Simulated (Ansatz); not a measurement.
`F[Si](F)(F)BCl` + H₂ → `BCl` + `F[SiH](F)F` at 700 K and 1 bar (hydrogenolysis of a B–Si bond).

Computed with Ansatz on PBE0-D4/def2-TZVP structures; ΔE is electronic, products minus reactants. CCSD(T)/CBS is the MP2 limit (def2-TZVPP, def2-QZVPP) plus CCSD(T) − MP2 in def2-TZVPP, frozen cores. This one scheme is used for every species. One conformer a species, not always the lowest.

```tsv
species	CCSD(T)/CBS energy (Eh)	H − E (kJ/mol)	S (J/(mol·K))
`F[Si](F)(F)BCl`	-1073.86290	132.3	471.1
H₂	-1.17544	46.8	155.3
`BCl`	-485.78909	86.3	276.7
`F[SiH](F)F`	-589.26725	92.9	344.3
```

H − E and S are ideal-gas, rigid-rotor, harmonic terms from PBE0-D4/def2-TZVP, for one conformer and one mirror image of each species. The MP2-based limit puts H₂ 0.8 mEh under its directly extrapolated value; such offsets cancel only in part. 1 Eh = 2625.50 kJ/mol, R = 8.31446 J/(mol·K).

Problem. By hand: ΔE, ΔH, ΔS and ΔG.

Solution. ΔE = (-485.78909) + (-589.26725) − (-1073.86290) − (-1.17544) = -0.01800 Eh = -47.3 kJ/mol. Δ(H − E) = 86.3 + 92.9 − 132.3 − 46.8 = 0.1, so ΔH = -47.2 kJ/mol. ΔS = 276.7 + 344.3 − 471.1 − 155.3 = -5.4 J/(mol·K). ΔG = -47.2 − 700 × (-5.4)/1000 = -43.4 kJ/mol.

Problem. By hand: the equilibrium constant, and the temperature at which ΔG would vanish if ΔH and ΔS stayed fixed.

Solution. log₁₀ K = −ΔG/(RT ln 10) = 3.2. ΔG = 0 at ΔH/ΔS = 8741 K, far beyond where these terms or the molecules hold.

The number of gas molecules stays the same, so ΔS is small and ΔH decides. A doubt of 5 kJ/mol in ΔE shifts log₁₀ K by 0.4 here. Other conformers and mirror images would add mixing entropy, several J/(mol·K) or more a flexible species. Modes under 60 cm⁻¹, often nearly free rotors, make the harmonic entropy too high. These are equilibria of isolated gas molecules and say nothing of rates. Largest T1 diagnostic: 0.013 (customary marks: 0.02 for closed shells, 0.045 for open ones).
